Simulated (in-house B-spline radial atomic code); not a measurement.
Relativistic effects in the zinc ion Zn⁵⁺, [Ar] 3d7: non-relativistic Hartree-Fock (point nucleus) against Dirac-Hartree-Fock (Fermi nucleus of rms radius 3.9283 fm), both averages of the configuration, computed with a B-spline radial code for spherical atoms.

| orbital | ε NR (Eh) | ε Dirac (Eh) | <r> NR (bohr) | <r> Dirac (bohr) | change of <r> (%) |
| --- | --- | --- | --- | --- | --- |
| 1s1/2 | -356.86 | -361.3 | 0.05109 | 0.05028 | -1.6 |
| 2s1/2 | -47.982 | ? | 0.2287 | ? | ? |
| 2p1/2 | -42.54 | -43.349 | 0.1994 | 0.1957 | -1.9 |
| 2p3/2 | -42.54 | ? | 0.1994 | ? | ? |
| 3s1/2 | -9.0039 | -9.1741 | 0.6731 | 0.6641 | -1.3 |
| 3p1/2 | -7.1575 | -7.2843 | 0.6901 | 0.6806 | -1.4 |
| 3p3/2 | -7.1575 | -7.1569 | 0.6901 | 0.6891 | -0.1 |
| 3d3/2 | -4.1681 | -4.1555 | 0.7284 | 0.7287 | 0.0 |
| 3d5/2 | -4.1681 | -4.1381 | 0.7284 | 0.7319 | +0.5 |

(1) What happens to 2s1/2?

(2) What happens to 2p3/2?

(3) What explains the pattern of contraction and expansion?

(4) By how much does the total energy change?

Results:

(1) Its energy goes to -48.96 hartree and <r> to 0.2249 bohr (-1.66 %).

(2) Its energy goes to -42.461 hartree and <r> to 0.199 bohr (-0.20 %).

(3) Expansion is seen in 3d5/2. The s and p1/2 orbitals contract directly, screen the nucleus better, and so push out orbitals that have little density near the nucleus; spin-orbit coupling adds to this for j = l + 1/2 and opposes it for j = l - 1/2.

(4) By -16.797 hartree, from -1770.315 to -1787.112.
